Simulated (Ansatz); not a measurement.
`C=C[SiH](F)Br` + NH₃ → `N[SiH](F)Br` + ethylene at 700 K and 1 bar (ligand exchange at the Si–C bond).

Gas-phase electronic energies from Ansatz, PBE0-D4/def2-TZVP geometries. CCSD(T)/CBS is the MP2 limit (def2-TZVPP, def2-QZVPP) plus CCSD(T) − MP2 in def2-TZVPP, frozen cores. This one scheme is used for every species. For Br outer-core shells are correlated without core-valence functions, which leaves a few kJ/mol of doubt a bond. Scalar relativity is left out up to krypton. Each species was taken in one conformer, which may not be the lowest.

```csv
species,CCSD(T)/CBS energy (Eh),H − E (kJ/mol),S (J/(mol·K))
`C=C[SiH](F)Br`,-3040.80170,217.5,457.1
NH₃,-56.50880,116.9,226.5
`N[SiH](F)Br`,-3018.85213,163.6,418.3
`C=C`,-78.48111,168.9,268.4
```

H − E and S are ideal-gas, rigid-rotor, harmonic terms from PBE0-D4/def2-TZVP, for one conformer and one mirror image of each species. 1 Eh = 2625.50 kJ/mol, R = 8.31446 J/(mol·K).

**Question.** By hand: ΔE, ΔH, ΔS and ΔG.

**Answer.** ΔE = (-3018.85213) + (-78.48111) − (-3040.80170) − (-56.50880) = -0.02274 Eh = -59.7 kJ/mol. Δ(H − E) = 163.6 + 168.9 − 217.5 − 116.9 = -1.9, so ΔH = -61.6 kJ/mol. ΔS = 418.3 + 268.4 − 457.1 − 226.5 = 3.1 J/(mol·K). ΔG = -61.6 − 700 × (3.1)/1000 = -63.8 kJ/mol.

**Question.** By hand: the equilibrium constant, and the temperature at which ΔG would vanish if ΔH and ΔS stayed fixed.

**Answer.** log₁₀ K = −ΔG/(RT ln 10) = 4.8. ΔH and −TΔS have one sign here, so there is no such temperature.

The number of gas molecules stays the same, so ΔS is small and ΔH decides. A doubt of 5 kJ/mol in ΔE shifts log₁₀ K by 0.4 here. Other conformers and mirror images would add mixing entropy, several J/(mol·K) or more a flexible species. These are equilibria of isolated gas molecules and say nothing of rates. Largest T1 diagnostic: 0.011 (customary marks: 0.02 for closed shells, 0.045 for open ones).

ΔS is within the doubt of such terms, so its sign, and with it that verdict, could turn.
